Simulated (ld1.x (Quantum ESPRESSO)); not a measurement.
**An all-electron radial function and its pseudo partner (Li)**

Columns: radius, all-electron u(r) and pseudo u(r) of the 2s shell (level -2.82 eV) of lithium in the configuration 1s2 2s1 2p0; PBEsol, non-relativistic, PAW scheme, ld1.x (Quantum ESPRESSO) 7.5.

```csv
r (bohr),all-electron,pseudo
0.215,0.1751,0.1469
0.430,0.1652,0.1714
0.645,0.0875,0.0921
0.860,-0.0101,-0.0100
1.075,-0.1073,-0.1073
1.290,-0.1958,-0.1958
1.505,-0.2723,-0.2723
1.720,-0.3367,-0.3367
1.935,-0.3905,-0.3905
2.150,-0.4341,-0.4341
2.365,-0.4672,-0.4672
2.580,-0.4910,-0.4910
2.795,-0.5064,-0.5064
3.010,-0.5145,-0.5145
3.225,-0.5161,-0.5161
3.440,-0.5122,-0.5122
3.655,-0.5038,-0.5038
3.870,-0.4915,-0.4915
4.085,-0.4761,-0.4761
4.300,-0.4582,-0.4582
4.515,-0.4386,-0.4386
4.730,-0.4177,-0.4177
4.945,-0.3959,-0.3959
5.160,-0.3738,-0.3738
5.375,-0.3517,-0.3517
5.590,-0.3298,-0.3298
```

How many radial nodes do the two functions have?

The all-electron 2s function has n − l − 1 = 1; the pseudo-wave has 1, since 1 lower shell of the same l stays in the valence.

At about which radius was the pseudo-wave matched?

0.95 bohr, where the columns begin to agree (steps of 0.21 bohr).

Is the pseudo-wave norm-conserving?

No, it belongs to a PAW set: the norm inside the radius is not constrained, and the difference is carried by the augmentation charge.
